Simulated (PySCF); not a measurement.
# Electron correlation in Ge (germanium, neutral)

[Ar] 3d10 4s2 4p2, high-spin 3P determinant. Calculation: PySCF 2.14, in Sapporo-DKH3-DZP-2012 (6s5p3d1f, 43 functions); the spin-free X2C one-electron Hamiltonian (Gaussian nucleus). Frozen: [Ar] 3d10; 4 electrons correlated.

MP2 pair energies summed by pair of shells (mhartree):

```tsv
pair	energy	share (%)
4s-4p	-24.02	59.0
4s-4s	-12.57	30.9
4p-4p	-4.11	10.1
```

Total MP2 correlation energy: -40.70 mhartree.

Same-spin part -7.21 and opposite-spin part -33.48 mhartree; SCS-MP2 scales them by 1/3 and 6/5 to -42.58 mhartree.

```csv
level,correlation energy (mhartree)
CCSD,-56.56
(T),-0.82
CCSD(T),-57.38
```

Diagnostics: T1 = 0.0079, D1 = 0.0221, largest double amplitude 0.083.

Cost of the coupled-cluster step: 0.32 s of wall time on 1 thread of Neoverse-V2 (shared host), for 4 correlated electrons.

Iterations:

```
CC2 = 0
CCSD nocc = (np.int64(3), np.int64(1)), nmo = (29, 29)
frozen orbitals [[0, 1, 2, 3, 4, 5, 6, 7, 8, 9, 10, 11, 12, 13], [0, 1, 2, 3, 4, 5, 6, 7, 8, 9, 10, 11, 12, 13]]
max_cycle = 100
direct = 0
conv_tol = 1e-08
conv_tol_normt = 1e-06
diis_space = 8
diis_start_cycle = 0
Init t2, MP2 energy = -0.0406961714374943
Init E_corr(UCCSD) = -0.0406961714377843
cycle = 1  E_corr(UCCSD) = -0.051578774902838  dE = -0.0108826035  norm(t1,t2) = 0.0507036
cycle = 2  E_corr(UCCSD) = -0.0547731038916852  dE = -0.00319432899  norm(t1,t2) = 0.0187499
cycle = 3  E_corr(UCCSD) = -0.0565586588619624  dE = -0.00178555497  norm(t1,t2) = 0.00824381
cycle = 4  E_corr(UCCSD) = -0.0565524818518179  dE = 6.17701014e-06  norm(t1,t2) = 0.0014933
cycle = 5  E_corr(UCCSD) = -0.0565667038475745  dE = -1.42219958e-05  norm(t1,t2) = 0.000226435
cycle = 6  E_corr(UCCSD) = -0.0565621698610932  dE = 4.53398648e-06  norm(t1,t2) = 3.068e-05
cycle = 7  E_corr(UCCSD) = -0.056563959132311  dE = -1.78927122e-06  norm(t1,t2) = 6.26824e-06
cycle = 8  E_corr(UCCSD) = -0.0565634949231085  dE = 4.64209203e-07  norm(t1,t2) = 1.67633e-06
cycle = 9  E_corr(UCCSD) = -0.056563552523738  dE = -5.76006295e-08  norm(t1,t2) = 2.3533e-07
cycle = 10  E_corr(UCCSD) = -0.0565635414216243  dE = 1.11021137e-08  norm(t1,t2) = 5.80652e-08
cycle = 11  E_corr(UCCSD) = -0.0565635403218638  dE = 1.09976053e-09  norm(t1,t2) = 2.22185e-08
UCCSD converged
E(UCCSD) = -2097.062292444226  E_corr = -0.0565635403218638
UCCSD(T) correction = -0.000819752967248525
```
